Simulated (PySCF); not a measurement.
## A search over the determinants of SI⁺

Unrestricted PBE0; S cc-pV(D+d)Z, I cc-pVDZ-PP with ECP28; scalar-relativistic core potentials (PySCF 2.14). Outer shells of the fragments: S+ 3s2 3p3; I 4d10 5s2 5p5.

Followed along the bond (rough minima from three points):

```tsv
2Ms+1	unpaired	⟨S²⟩ at the start	R at minimum (Å)	Te (eV)
3	π ↑↑	2.01	2.24	0.00
1	π ↑↓	1.01	2.24	0.26
1	none	0.39	2.25	1.11
5	σ ↑, π ↑↑↑	6.00	none in the scan	≤ 2.65
```

Solutions found at the starting distance of 2.395 Å, counted from the lowest of them; the search is not exhaustive and high or unbound solutions are not listed, so other states can lie among these:

| 2Ms+1 | unpaired | term | E (eV) | ⟨S²⟩ | ⟨Lz²⟩ | μ (D) |
| --- | --- | --- | --- | --- | --- | --- |
| 3 | π ↑↑ | ³Σ⁻ | 0.00 | 2.01 | 0.00 | -2.00 |
| 1 | π ↑↓ | mixed | 0.27 | 1.01 | 2.01 | -1.81 |
| 1 | none | mixed | 1.07 | 0.39 | 2.01 | -1.03 |
| 3 | π ↑↑ | mixed | 1.95 | 2.01 | 2.01 | -0.25 |
| 3 | σ ↑, π ↑ | ³Π | 3.06 | 2.02 | 1.10 | -2.10 |
| 1 | σ ↓, π ↑ | mixed | 3.09 | 1.57 | 1.03 | -2.12 |
| 5 | σ ↑, π ↑↑↑ | ⁵Π | 3.19 | 6.00 | 1.00 | -2.00 |
| 3 | σ ↑, π ↑ | ³Π | 3.75 | 2.01 | 1.01 | -1.58 |
| 3 | σ ↑, π ↑↑↓ | mixed | 3.87 | 3.01 | 3.02 | -1.88 |
| 1 | σ ↓, π ↑ | mixed | 4.05 | 1.01 | 1.00 | -1.50 |

A term symbol is given only where ⟨S²⟩ and ⟨Lz²⟩ are close to those of a pure state; real π, δ and φ orbitals otherwise mix terms. A positive dipole points towards I; it is taken about the centre of mass and depends on that origin.

Spin–orbit coupling is left out. Counting both spins, an empty level lies below a filled one in some of these solutions, because spin and occupation are held.
